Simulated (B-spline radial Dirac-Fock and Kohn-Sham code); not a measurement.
## V 3d5/2: cross section and angular parameters

System: atomic vanadium, [Ar] 3d3 4s2; threshold 8.78 eV (orbital energy of the model). Model: Dirac-Hartree-Slater photoionisation with a Latter tail; cross sections with all multipoles, angular parameters from the dipole term and its interference with E2. Program: a B-spline atomic structure program.

```
hν (eV)    σ (kb)      β      γ      δ
     60      2330  0.714  0.012  0.013
   79.9      1510  0.885  0.021  0.015
    100       976  1.005  0.032  0.017
    220       140  1.249  0.121  0.028
    335      40.9  1.247  0.204  0.036
    400      23.6  1.220  0.245  0.041
    469      14.2  1.184  0.283  0.046
    498      11.7  1.167  0.298  0.048
    517         ?      ?      ?      ?
    576      7.21  1.123  0.333  0.054
    587      6.77  1.117  0.338  0.055
    600      6.29  1.110  0.343  0.056
    785      2.51  1.012  0.409  0.070
    838      2.00  0.987  0.425  0.074
    970      1.19  0.930  0.460  0.084
   1000      1.07  0.918  0.467  0.087
   1390     0.319  0.790  0.547  0.117
 1486.9     0.248  0.765  0.564  0.124
   2100    0.0652  0.642  0.651  0.169
   2430    0.0364  0.593  0.686  0.192
   2970    0.0161  0.528  0.730  0.227
   3260    0.0109  0.499  0.748  0.245
   3420   0.00896  0.484  0.756  0.255
   3990   0.00468  0.439  0.780  0.289
 5414.7   0.00126  0.362  0.810  0.366
 8047.8  0.000224  0.301  0.839  0.486
   8430  0.000183  0.296  0.844  0.501
  12000  3.78e-05  0.250  0.900  0.638
  12100  3.64e-05  0.248  0.901  0.642
```

Problem. Give the values at 517 eV.

Solution. σ = 10.3 kb, β = 1.157, γ = 0.307, δ = 0.049.

Values without a named source are computed, but for edge energies of neutral atoms, which are taken from tables.
